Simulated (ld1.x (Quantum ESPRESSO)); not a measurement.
# O, ultrasoft: configuration errors across variants

```json
{"Element": "O", "Generator": "ld1.x (Quantum ESPRESSO) 7.5", "Type": "ultrasoft", "Functional": "PBEsol", "Relativity": "non-relativistic", "Frozen core": "[He]", "Valence charge": "6", "Reference configuration": "2s2 2p4", "Partial waves": "2s (bound): rcut 0.75, rcutus 1.00 bohr; 2s channel at -1.3 Ry: rcut 0.75, rcutus 1.00 bohr; 2p (bound): rcut 1.25, rcutus 1.45 bohr; 2p channel at 3.3 Ry: rcut 1.25, rcutus 1.45 bohr; 3d channel at 0.45 Ry: rcut 1.05, rcutus 1.30 bohr", "Local potential": "all-electron potential smoothed inside 0.80 bohr (lloc = -2)", "Core correction": "none", "Augmentation charge": "PSQ, inside the norm-conserving radii"}
```

All-electron excitation energies from the reference (eV): (1) 2s2 2p3 16.368; (2) 2s2 2p2 49.853; (3) 2s2 2p1 103.563; (4) 2s0 2p6 29.640; (5) 2s1 2p4 31.447; (6) 2s1 2p5 14.801; (7) 2s2 2p3.5 6.258.

3 further variants failed, have other tests or another functional or relativity, and are left out.

Errors AE − PS in meV (a dash: test not solved or not reliable):

```tsv
change	(1)	(2)	(3)	(4)	(5)	(6)	(7)	bound ghosts
base	-98	-680	-2159	-200	+33	-50	-17	none
local potential all-electron potential smoothed inside 1.40 bohr (lloc = -1)	-100	-690	-2180	-200	+32	-50	-17	none
waves 2s (bound): rcut 0.75, rcutus 0.94 bohr; 2s channel at -1.3 Ry: rcut 0.75, rcutus 0.94 bohr	-98	-681	-2161	-194	+34	-49	-17	none
wave 3d channel at 0.45 Ry: rcut 1.05, rcutus 1.30 bohr becomes 3d channel at 0.45 Ry: rcut 1.05, rcutus 1.70 bohr	-98	-680	-2159	-200	+33	-50	-17	none
core correction a·sin(br)/r model core inside 0.58 bohr	-102	-715	-2297	-226	+33	-57	-17	none
augmentation PSQ, radius 0.80 bohr	+3.9	+21	+77	+8.7	+2.8	+2.0	+0.8	none
```

Q: Give the same row for: waves 2p (bound): rcut 1.16, rcutus 1.24 bohr; 2p channel at 3.3 Ry: rcut 1.16, rcutus 1.24 bohr.

A: -8.9, -61, -180, -20, +2.8, -5.1, -1.5; bound ghosts: none.
